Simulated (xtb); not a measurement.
Si(F)(Cl)(Br)(NH2) (BrClFH2NSi), SMILES Cl[Si](N)(Br)F. All values are semi-empirical tight-binding results from xtb (GFN2-xTB unless named), good for trends rather than for accurate numbers. Geometry optimised at GFN2-xTB. This is a generated structure with no PubChem entry under its InChIKey; it may be hypothetical. The values are those of a single conformer.

```json
{
  "orbital_gap": "6.69 eV",
  "zero_point_energy": "19.3 kcal/mol",
  "G − E(el) at 298.15 K (modified RRHO)": "-1.6 kcal/mol",
  "static polarisability (D4 model)": "78.9 bohr³",
  "solvation energy, GFN2-xTB/ALPB(water)": "-4.0 kcal/mol",
  "solvation energy, GFN2-xTB/ALPB(octanol)": "-6.5 kcal/mol"
}
```
